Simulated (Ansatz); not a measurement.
Reaction (formal hydrolysis of a C–Se bond): `CC(O)(F)[SeH]` + H₂O → `CC(O)(O)F` + H₂Se

Gas-phase electronic energies from Ansatz, PBE0-D4/def2-TZVP geometries. CBS: MP2 limit from def2 TZ/QZ plus the TZ coupled-cluster correction, frozen cores. This one scheme is used for every species. Functionals use def2-TZVPP. For Se outer-core shells are correlated without core-valence functions, which leaves a few kJ/mol of doubt a bond. Scalar relativity is left out up to krypton. Each species was taken in one conformer, which may not be the lowest.

CCSD(T)/CBS gives -18.4 kJ/mol.

(1) Another level gave -25.5 kJ/mol. Which?
A. ωB97M-V/def2-TZVPP
B. CCSD(T)/def2-TZVPP
C. PBE-D4/def2-TZVPP
D. HF/def2-TZVPP

Largest T1 diagnostic among the species: 0.011.

## Answers

(1) B. CCSD(T)/def2-TZVPP -25.5, ωB97M-V -29.7, PBE-D4 -18.1, HF/def2-TZVPP -53.7 kJ/mol.

The D4 term adds +7.4 kJ/mol with B3LYP and +3.9 kJ/mol with PBE0; it sums over pairs of atoms, weighted by their polarisabilities, and B3LYP, whose exchange is more repulsive, gets the larger term. From PBE to PBE0 (25 % exact exchange), in def2-TZVPP and without D4, ΔE moves by −7.0 kJ/mol. In def2-TZVPP, CCSD(T) changes the Hartree–Fock value by +28.2 kJ/mol (the triples alone add +4.4 kJ/mol) and MP2 by +37.2 kJ/mol.

B3LYP here is the variant with VWN-RPA as its local correlation; programs differ in this.
